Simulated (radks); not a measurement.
Species: Tb2+. Configuration: [Xe] 4f9 (the NIST ground configuration). Method: scalar-relativistic Kohn-Sham, SCAN, spin-polarised, spherical densities, finite nucleus; open shells are filled with parallel spins first (spin-orbit coupling, left out, can overturn this in heavy ions); meta-GGA in the generalised Kohn-Sham scheme; Fermi nuclear charge, rms radius 5.06 fm; computed with a radial shooting solver on a logarithmic mesh with Libxc functionals.

Unscreened Slater integrals over Kohn-Sham orbitals (eV). They are taken over the spin-up orbitals.

| integral | value |
|---|---|
| F0(4f,4f) | 29.362 |
| F2(4f,4f) | 13.599 |
| F4(4f,4f) | 8.4641 |
| F6(4f,4f) | 6.0705 |
| F0(4f,5p) | 18.857 |
| F2(4f,5p) | 6.5757 |
| G2(4f,5p) | 3.6354 |
| G4(4f,5p) | 2.7507 |
| F0(4f,5s) | 21.358 |
| G3(4f,5s) | 4.2212 |
| F0(5p,5p) | 15.810 |
| F2(5p,5p) | 8.4862 |
| F0(5p,5s) | 17.008 |
| G1(5p,5s) | 11.296 |
| F0(5s,5s) | 18.604 |

Derived for the open shells (J is the average intra-shell exchange parameter used in DFT+U). 4f: F4/F2 = 0.622, F6/F2 = 0.446, J = (286 F2 + 195 F4 + 250 F6)/6435 = 1.097 eV.
